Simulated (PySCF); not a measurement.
Stepwise substitution at one centre (Sn C2H5-SH). Isolated molecules, 0 K electronic values unless said otherwise. One relaxed conformer stands for each flexible species; it need not be the lowest. Strings in code marks are SMILES.

The numbers are results of PBE-D3(BJ)/def2-TZVP // B3LYP-D3(BJ)/def2-SVP (PySCF), not measurements. Excitations are Tamm–Dancoff values on a coarser integration grid. The basis has no diffuse functions, so Rydberg states are missing or too high.

```json
[
 {"species": "0 of 4 C2H5 replaced by SH", "S1 excitation (TDA) (eV)": "___", "HOMO (eV)": "-5.87", "HOMO–LUMO gap (eV)": "5.61", "S1 oscillator strength": "0.021"},
 {"species": "2 of 4 C2H5 replaced by SH (`C[CH2][Sn]([SH])([CH2]C)[SH]`)", "S1 excitation (TDA) (eV)": "___", "HOMO (eV)": "___", "HOMO–LUMO gap (eV)": "4.15", "S1 oscillator strength": "0.049"},
 {"species": "3 of 4 C2H5 replaced by SH", "S1 excitation (TDA) (eV)": "3.87", "HOMO (eV)": "___", "HOMO–LUMO gap (eV)": "3.66", "S1 oscillator strength": "0.024"},
 {"species": "4 of 4 C2H5 replaced by SH (`[SH][Sn]([SH])([SH])[SH]`)", "S1 excitation (TDA) (eV)": "3.41", "HOMO (eV)": "-6.46", "HOMO–LUMO gap (eV)": "3.25", "S1 oscillator strength": "0.011"}
]
```

Problem. What belongs in the gaps?

Solution. 
- 0 of 4 C2H5 replaced by SH, S1 excitation (TDA) (eV): 5.75
- 2 of 4 C2H5 replaced by SH (`C[CH2][Sn]([SH])([CH2]C)[SH]`), S1 excitation (TDA) (eV): 4.43
- 2 of 4 C2H5 replaced by SH (`C[CH2][Sn]([SH])([CH2]C)[SH]`), HOMO (eV): -5.74
- 3 of 4 C2H5 replaced by SH, HOMO (eV): -6.10
